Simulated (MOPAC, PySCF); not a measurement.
CH5NSi, SMILES `C=N[SiH3]`, neutral singlet in the gas phase. 

Cartesian coordinates (Å):
```xyz
8

C     -1.1550     0.4525     0.6423
N      0.0435     0.6680     0.3134
Si     0.9229    -0.2745    -0.8612
H     -1.6451     1.0885     1.3905
H     -1.7808    -0.3557     0.2248
H      2.1126    -0.8469    -0.1868
H      1.3628     0.6403    -1.9416
H      0.1017    -1.3774    -1.4450
```
Charge 0, multiplicity 1.

All levels are single points at this geometry (r2SCAN-D4/def2-TZVP); Pople sets use spherical d functions. Orbital energies aren't observables, and empty levels follow the basis.

M06-2X/6-31G* in PySCF gives gap (eV) = 8.92.

Question: Estimate the gap (eV) from each of these levels: r2SCAN-D4/def2-TZVP in PySCF; B3LYP/3-21G in PySCF; B3LYP/6-311+G** in PySCF; B3LYP/LANL2DZ in PySCF; BP86/6-31G* in PySCF; SVWN5/6-31G* in PySCF; HF/STO-3G in PySCF; PM6 in MOPAC.

Answer: 
```
level                         gap (eV)
----------------------------  --------
r2SCAN-D4/def2-TZVP in PySCF      4.21
B3LYP/3-21G in PySCF              5.86
B3LYP/6-311+G** in PySCF          5.73
B3LYP/LANL2DZ in PySCF            5.64
BP86/6-31G* in PySCF              3.88
SVWN5/6-31G* in PySCF             3.71
HF/STO-3G in PySCF               16.29
PM6 in MOPAC                      9.38
```
